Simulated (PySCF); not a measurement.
Polarisability and C₆ of Ba (barium, neutral)

[Xe] 5d2, high-spin 3F determinant (an excited configuration). Computed with PySCF 2.14 in aug-cc-pVQZ-X2C (10s9p7d4f2g, 118 functions), with scalar relativity by spin-free X2C-1e. Coupled (time-dependent) response in atomic units; α is the mean over directions.

```csv
method,mean α (bohr³),"α xx, yy, zz",C₆ (like pair),S(−4)
PBE0,740.8,"741.3, 741.3, 739.7",8686,2719000
```

S(−4) is the Cauchy moment in α(ω) = α(0) + S(−4) ω² + …

Spin-orbit coupling is absent.

α(iu) at PBE0:

```json
{"u (hartree)": "0", "α(iu) (bohr³)": "740.8"}
{"u (hartree)": "0.0500", "α(iu) (bohr³)": "146.3"}
{"u (hartree)": "0.100", "α(iu) (bohr³)": "82.79"}
{"u (hartree)": "0.200", "α(iu) (bohr³)": "42.11"}
{"u (hartree)": "0.300", "α(iu) (bohr³)": "27.12"}
{"u (hartree)": "0.500", "α(iu) (bohr³)": "15.41"}
{"u (hartree)": "0.750", "α(iu) (bohr³)": "9.572"}
{"u (hartree)": "1.00", "α(iu) (bohr³)": "6.615"}
{"u (hartree)": "1.50", "α(iu) (bohr³)": "3.741"}
{"u (hartree)": "2.00", "α(iu) (bohr³)": "2.436"}
{"u (hartree)": "3.00", "α(iu) (bohr³)": "1.315"}
{"u (hartree)": "5.00", "α(iu) (bohr³)": "0.6008"}
```

A single London oscillator, α(iu) = α/(1 + u²/ω²), gives C₆ = (3/4) ω α². Matching the computed C₆ needs ω = 4 × 8686 / (3 × 740.8²) = 0.0211 hartree.

The components differ because the open shell of this determinant is not spherical; for a pure term their mean is the scalar polarisability.

Spin-orbit coupling, absent here, splits the open shell strongly.
